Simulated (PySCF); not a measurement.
H3OSi (cation, charge +1), SMILES [OH+]=[SiH2] at its PBE0/def2-SVP optimised geometry (Å):

```
5

O     -0.5897     1.1795     0.0000
Si     0.0445    -0.2724     0.0000
H     -1.5149     1.4716     0.0004
H     -0.8159    -1.4716    -0.0001
H      1.5149    -0.2724     0.0000
```

Method: PBE0/def2-TZVP in PySCF 2.14.0.

Map of the electrostatic potential (hartree/e), clipped to [0.08, 0.28] on the plane z = 1.0 Å:

```
|  .................        |
|....:::::::::........      |
|...::::--::::::........    |
|..::--------::::::......   |
|.::--======--:::::::.....  |
|::--==++++==-----:::::.... |
|::-==+*##*+==-------:::....|
|:--=+*#%%%#*+======--:::...|
|:--=+#%@@@%#*+++++==--:::..|
|:-==*#%@@@@@%####*++=--::..|
|:-==+*%%@@@@@@@@@#*++=--::.|
|:-==+*#%@@@@@@@@@@#*+==-::.|
|:-==+*#%@@@@@@@@@@@#*+=--:.|
|:--=+*#%@@@@@@@@@@@%*+=--::|
|:--=++*%@@@@@@@@@@@%#+=--::|
|:--==+*#@@@@@@@@@@@%*+=--::|
|::--=+*#%@@@@@@@@@@#*+=--:.|
|::--=++*%@@@@@@@@@%*++=-::.|
|:::-==+*#%@@@@@@@%#*+=--::.|
|.::--=++*#%@@@@@%#*+==-:::.|
|.:::--=++*######**+==--::..|
|..::---=++******++==--:::..|
|...::---==++++++===--:::...|
|....:::---=======---:::... |
| ....:::----------::::.... |
|  ....::::::---:::::.....  |
|   .....::::::::::......   |
```
Scale: ten equal steps from 0.085 (start of ' ') to 0.282 (end of '@'), in the order ' .:-=+*#%@'; x runs from -4.00 to 4.00, y from -4.00 (bottom) to 4.00 (top).
